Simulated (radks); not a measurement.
Results of a calculation; reference values are marked as such.
Task: Neutral promethium: order these configurations by energy. Level of theory: scalar-relativistic Kohn-Sham, PBE, spin-polarised, spherical densities, finite nucleus; Fermi nuclear charge, rms radius of each element as measured or else 0.836 A^(1/3) + 0.57 fm (a radial shooting solver on a logarithmic mesh with Libxc functionals). Open shells are filled with parallel spins first. [Xe] 4f4 5d1 6s2; [Xe] 4f4 6s2 6p1; [Xe] 4f5 5d1 6s1; [Xe] 4f5 6s1 6p1; [Xe] 4f5 6s2.

Result: From the lowest, in eV above it: [Xe] 4f5 6s2 0.000; [Xe] 4f5 5d1 6s1 1.111; [Xe] 4f5 6s1 6p1 1.747; [Xe] 4f4 5d1 6s2 3.235; [Xe] 4f4 6s2 6p1 5.497.
